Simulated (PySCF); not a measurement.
Simulated absorption spectrum

C2H6FPSi2.
InChI=1S/C2H6FPSi2/c1-2-6(3,4)5/h1H,4H2,5H3/t6-/m1/s1

Computed with TDDFT B3LYP/def2-SVPD, vertical, gas phase, core orbitals frozen in the response in PySCF 2.14.0, density-fitted response routines. Geometry: GFN2-xTB, one conformer, isolated molecule. Torsions of this conformer, `[CH:1]#[C:2][Si@:3]([F:4])([SiH3:5])[PH2:6]`: H–P6–Si3–C2 172°, H–P6–Si3–C2 79°.

Broadening: Gaussians 0.3 eV wide at half height, area fixed by f = 4.319×10⁻⁹ ∫ε dν̃. The width is an assumption, not a result. The curve ends short of the highest state used, and states not computed would add to its high-energy end.

(E (eV), ε (L mol⁻¹ cm⁻¹)): (4.68, 5), (4.75, 31), (4.82, 138), (4.89, 447), (4.96, 1071), (5.03, 1898), (5.11, 2523), (5.18, 2342), (5.25, 1609), (5.32, 828), (5.39, 375), (5.46, 372), (5.53, 909), (5.61, 2288), (5.68, 3839), (5.75, 4901), (5.82, 4951), (5.89, 4429), (5.96, 4239), (6.03, 4701), (6.11, 5929), (6.18, 8528), (6.25, 14093), (6.32, 22082)

Question: Locate the maxima and give the states behind the curve.

Answer: 242 nm (5.13 eV), ε about 2500, made up of S1 (100%); 214 nm (5.79 eV), ε about 5000, made up of S2 (25%) and S3 (70%) (ε in L mol⁻¹ cm⁻¹; maxima over ε = 5, shares over 10%). At its high-energy end, 6.32 eV, the curve is still rising (ε about 22000, from S6). The states used: S1 5.13 eV (f 0.028); S2 5.73 eV (f 0.015); S3 5.78 eV (f 0.039); S4 6.07 eV (f 0.039); S5 6.20 eV (f 0.013); S6 6.41 eV (f 0.288); S7 6.56 eV (f 0.066); S8 6.92 eV (f 0.035).

Question: On this curve, what absorbance would a 10⁻³ mol/L sample give at 254 nm over a 1 cm path?

Answer: 254 nm is 4.881 eV, where ε is about 390 L mol⁻¹ cm⁻¹, so A = ε c l ≈ 0.39 (Beer–Lambert, with the gas-phase spectrum and the assumed width).

Question: Does any computed singlet lie in the visible range?

Answer: No computed singlet lies in the visible range (380 to 750 nm); the lowest, at 242 nm, stands 1.86 eV above its violet end (3.26 eV).

Question: What would ε be at 5.79 eV, the highest of these maxima, with half the width (0.15 eV)?

Answer: About 8740 L mol⁻¹ cm⁻¹ against 5050, a factor of about 1.7; a lone state at its own centre would give exactly 2.
